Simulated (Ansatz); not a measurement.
Molecule: MnBr (charge 0, septet). The spin state was set by rule; other spins were not relaxed. 
Geometry from a B3LYP-D3(BJ)/def2-TZVP (Ansatz, an electronic-structure program) optimisation:
```
Mn
Br 1 2.4108
```
Charge 0, spin multiplicity 7.

Question: Give the harmonic wavenumbers at B3LYP-D3(BJ)/def2-TZVP (Ansatz, finite differences of forces, unscaled).

Answer: 272 cm⁻¹. Zero-point energy 0.4 kcal/mol.

Question: From these and the geometry, give the ideal-gas thermochemistry at 298.15 K and 1 atm (rigid rotor, harmonic oscillator).

Answer: Point group C∞v, rotational symmetry number 1. Rotational constants 2.671, 2.671 GHz. S(trans) 40.61, S(rot) 17.39, S(vib) 1.58, S(elec, spin only) 3.87, S 63.4 cal/(mol K). H(298) - H(0) 2.36 kcal/mol; G - E(el) -16.2 kcal/mol.
